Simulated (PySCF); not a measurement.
Polarisability and C₆ of Rh²⁺ (rhodium, charge +2)

[Kr] 4d6 5s1, high-spin 6D determinant (an excited configuration). All numbers are calculated (PySCF 2.14, scalar relativity through the core potential, in aug-cc-pVDZ-PP with ECP28MDF (5s5p4d2f, 54 functions)). Coupled (time-dependent) response in atomic units; α is the mean over directions. A double-zeta set is small for polarisabilities.

```
 method  mean α (bohr³)         α xx, yy, zz  C₆ (like pair)  S(−4)
    UHF           26.08  25.16, 25.16, 27.93           148.8  502.1
    PBE           19.10  18.83, 18.83, 19.64           108.0  220.3
   PBE0           20.37  20.00, 20.00, 21.11           114.9  263.7
wB97M-V           22.66  22.09, 22.09, 23.81           128.5  351.2
 M06-2X           19.81  19.40, 19.40, 20.61           110.8  246.8
```

S(−4) is the Cauchy moment in α(ω) = α(0) + S(−4) ω² + …

Spin-orbit coupling is absent.

α(iu) at M06-2X:

```
u (hartree)  α(iu) (bohr³)
          0          19.81
     0.0500          19.21
      0.100          17.69
      0.200          13.83
      0.300          10.71
      0.500          7.149
      0.750          5.034
       1.00          3.863
       1.50          2.544
       2.00          1.804
       3.00          1.029
       5.00         0.4496
```

For an ion, C₆ is the dispersion term alone; charge-induced terms of lower order in 1/R come first.

The components differ because the open shell of this determinant is not spherical; for a pure term their mean is the scalar polarisability.

Energies and moments cover only the electrons outside the core potential.
